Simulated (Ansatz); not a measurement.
```xyz
22

C    -1.179   -1.791   -0.998
N    -0.942   -0.393   -1.231
C    -1.490    0.073   -2.477
Ga   -0.119    0.734   -0.058
N    -0.355    2.532   -0.282
N     0.994    0.116    1.247
C     1.361    0.911    2.387
C     1.650   -1.162    1.219
H    -0.684   -2.427   -1.749
H    -2.254   -2.029   -1.038
H    -0.818   -2.094   -0.014
H    -1.069   -0.475   -3.335
H    -1.270    1.132   -2.628
H    -2.583   -0.055   -2.520
H     0.076    3.190    0.345
H    -1.225    2.895   -0.634
H     2.441    1.126    2.411
H     0.832    1.867    2.385
H     1.113    0.405    3.333
H     2.746   -1.053    1.256
H     1.411   -1.708    0.305
H     1.363   -1.795    2.074
```

The species carries charge 0 and has multiplicity 1.

Problem. List the ωB97M-V/def2-TZVPP orbital energies in eV (Ansatz). (An estimate is asked.)

Solution. The calculation gave: Occupied: -10152.63, -1256.11, -1110.31, -1110.18, -1110.18, -393.98, -393.95, -393.70, -281.79, -281.75, -281.74, -281.71, -153.61, -106.11, -105.87, -105.86, -27.65, -27.47, -26.18, -25.12, -25.12, -25.11, -25.01, -24.51, -22.29, -22.19, -19.69, -19.31, -16.38, -15.82, -15.01, -14.97, -14.94, -14.82, -14.55, -13.68, -13.10, -13.07, -12.65, -12.36, -11.77, -11.08, -9.78, -8.47, -7.99. Lowest empty: 1.92, 2.38, 2.79, 3.01, 3.37, 4.01, 4.06, 4.56.
